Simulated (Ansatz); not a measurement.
Ansatz (a quantum-chemistry and plane-wave program) input (HSE06/def2-TZVPD):

Ansatz 0.2 input:
```yaml
crystal:
  periodic: [false, false, false]
  atoms:
    - {symbol: Si, position_ang: [0.01757818, -0.01249253, -0.00634652]}
    - {symbol: F, position_ang: [-0.09859982, -0.58560009, 1.45140629]}
    - {symbol: F, position_ang: [-0.24201436, 1.53624852, -0.00683083]}
    - {symbol: F, position_ang: [-1.05699551, -0.74697254, -0.88545025]}
    - {symbol: O, position_ang: [1.54154908, -0.20727345, -0.61790946]}
basis:
  gaussian:
    orbitals: def2-TZVPD
hamiltonian:
  xc: {name: HSE06}
magnetization: {spin_polarized: true, initial_magnetization: 1}
output: {forces: true}
```

Output:

```
Functional definition: HSE06
integrals: 0.15 GiB planned
1071 factors; their error is unknown
integrals: 0.20 GiB planned
69 factors; integrals over basis functions are off by at most 5.9e-6 eV
0.28 GiB of the device are held for the grids
1.38 GiB of device memory are held for the factors and their scratch space
mean field: 1.10 GiB planned
mean field evaluation 1: about -18066.6333 eV, gradient 3.9e1 eV
mean field evaluation 2: about -18062.5242 eV, gradient 5.5e1 eV
mean field evaluation 4: about -18070.6858 eV, gradient 1.9e0 eV
mean field evaluation 8: about -18070.7342 eV, gradient 3.8e-2 eV
mean field evaluation 16: about -18070.7342 eV, gradient 4.6e-5 eV
mean field evaluation 32: about -18070.7342 eV, gradient 6.4e-8 eV
mean field -18070.73416800 eV, -664.0872318903 hartree, gradient 3.0e-8 eV, S^2 0.752769; 1 other end points of the search recorded, 0 dependent functions left out
the calculation of the forces begins
reference -18070.73423171 eV, -664.0872342316 hartree; 25, 24 occupied and 178, 179 virtual orbitals, 1071 factors
Total energy: -18070.73423171 eV, -664.0872342316 hartree
Atom 0 at     0.017578    -0.012493    -0.006347 Å, force    -0.109478     0.036057     0.042459 eV/Å
Atom 1 at    -0.098600    -0.585600     1.451406 Å, force     0.018621     0.079015    -0.211907 eV/Å
Atom 2 at    -0.242014     1.536249    -0.006831 Å, force     0.043011    -0.231074    -0.001675 eV/Å
Atom 3 at    -1.056996    -0.746973    -0.885450 Å, force     0.157623     0.102376     0.127047 eV/Å
Atom 4 at     1.541549    -0.207273    -0.617909 Å, force    -0.109777     0.013624     0.044075 eV/Å
Dipole moment:    -0.021016    -0.010724     0.009360 e Å
```

It need not be the lowest isomer of its formula.
